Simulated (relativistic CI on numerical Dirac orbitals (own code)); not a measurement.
**What each ingredient does to the levels of Ho³³⁺**

Base calculation: Dirac-Coulomb-Breit CI, separate exchange-only KLI orbitals for each configuration, model QED, unscaled Slater integrals.

Configurations in the expansion (outside the closed core [Ar] 3d10): 4s2 4p4, 4s 4p5, 4s2 4p3 4d, 4p6, 4s 4p4 4d, 4s2 4p3 4f, 4s 4p4 4f, 4p5 4d, 4s 4p3 4d2, 4s2 4p2 4d 4f, 4p5 4f, 4p4 4d2, 4p3 4d3, 4p3 4d2 4f. Double excitations out of closed p, d and f shells are left out; levels of such configurations are missing from the list, as are those of other unlisted configurations, and high levels can miss mixing partners.

Variants: (1) valence Slater integrals scaled by 0.9; (2) configuration mixing switched off. Shifts of the energy above 4s2 4p4 3P_2, in cm⁻¹, for the lowest level and the first level of each name with at least 55 % of one term (blank where a level changes its place among those of its configuration and J or its character, or is not in the variant):

```json
{"Level": "4s2 4p4 3P_2", "Base": "0", "Δ(1)": "0", "Δ(2)": "0"}
{"Level": "4s2 4p4 1S_0", "Base": "70344", "Δ(1)": "-7058", "Δ(2)": "-5035"}
{"Level": "4s2 4p4 3P_1", "Base": "426384", "Δ(1)": "+1754", "Δ(2)": "+1542"}
{"Level": "4s2 4p4 1D_2", "Base": "459726", "Δ(1)": "-1540", "Δ(2)": "+3470"}
{"Level": "4s2 4p4 3P_0", "Base": "916718", "Δ(1)": "-3097", "Δ(2)": "+3011"}
{"Level": "4s2 4p3 4d 3G°_5", "Base": "1569457", "Δ(1)": "+5075", "Δ(2)": "+11101"}
{"Level": "4s 4p4 4d 5F_5", "Base": "2175222", "Δ(1)": "+13696", "Δ(2)": "+4435"}
{"Level": "4s 4p4 4d 3P_0", "Base": "2191673", "Δ(1)": "+8557", "Δ(2)": "-9515"}
{"Level": "4s 4p4 4d 3D_1", "Base": "2206743", "Δ(1)": "+3183", "Δ(2)": "-5273"}
```

At this charge energies of transitions that change n are usually good to better than 1 %, and those within a shell (Δn = 0) to a few per cent.

Ionisation energy from the two ground configurations alone: base 1395.44 eV. The NIST ASD value (theoretical) is 1395 eV.

LS names give the leading component of a level, which can be under half, so a name can repeat, a term be missing and a line seem to break the LS rules.
